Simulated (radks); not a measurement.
Results of a calculation; reference values are marked as such.
Spin polarisation of the 6p1 shell in the lead ion Pb+. Start: [Hg] 6p(up 0.5, down 0.5); electrons of 6p are moved from spin down to spin up, other shells keep equal spins. Level of theory: non-relativistic Kohn-Sham, BLYP, spin-polarised, spherical densities, point nucleus (a radial shooting solver on a logarithmic mesh with Libxc functionals).

moment (Bohr magnetons)  E - E(0) (eV)  e(6p up) (eV)  e(6p down) (eV)  6s down minus up (eV)  5d down minus up (eV)
0                                0.000         -9.870           -9.870                  0.000                 0.000
0.25                            -0.009         -9.937           -9.799                  0.135                  0.024
0.5                             -0.034         -9.999           -9.725                  0.270                  0.047
0.75                            -0.077        -10.057           -9.648                  0.402                  0.070
1                               -0.136        -10.110           -9.570                  0.531                  0.094

At moment 1 the spin-polarisation energy is -0.136 eV and the 6p exchange splitting 0.540 eV, that is 0.540 eV per Bohr magneton; E = -I m^2/4 would give I = 0.546 eV.
